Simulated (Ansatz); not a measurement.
Reaction (ligand exchange at the Si–O bond): `FBO[SiH2][SiH3]` + H₂Te → `[SiH3][SiH2][TeH]` + `OBF`

Computed with Ansatz on PBE0-D4/def2-TZVP structures; ΔE is electronic, products minus reactants. CCSD(T)/CBS is the MP2 limit (def2-TZVPP, def2-QZVPP) plus CCSD(T) − MP2 in def2-TZVPP, frozen cores. This one scheme is used for every species. Functionals use def2-TZVPP. B3LYP here is the variant with VWN-RPA as its local correlation; programs differ in this. def2 core potentials past Kr. For Te outer-core shells are correlated without core-valence functions, which leaves a few kJ/mol of doubt a bond. One conformer a species, not always the lowest.

```csv
level,ΔE (kcal/mol),difference from CCSD(T)/CBS
B3LYP-D4,4.9,1.8
ωB97X-V,4.9,1.8
PBE0,1.2,-1.9
MP2/def2-TZVPP,2.8,-0.3
SCS-MP2/def2-TZVPP,4.9,1.8
CCSD/def2-TZVPP,5.5,2.4
CCSD(T)/def2-TZVPP,4.7,1.6
SCS-MP2/def2-QZVPP,4.1,1.0
HF/CBS(def2),9.0,5.9
MP2/CBS(def2),1.3,-1.8
CCSD(T)/CBS,3.1,0
```

Largest T1 diagnostic among the species: 0.013.

In def2-TZVPP, CCSD(T) changes the Hartree–Fock value by −3.9 kcal/mol (the triples alone add −0.8 kcal/mol) and MP2 by −5.7 kcal/mol.
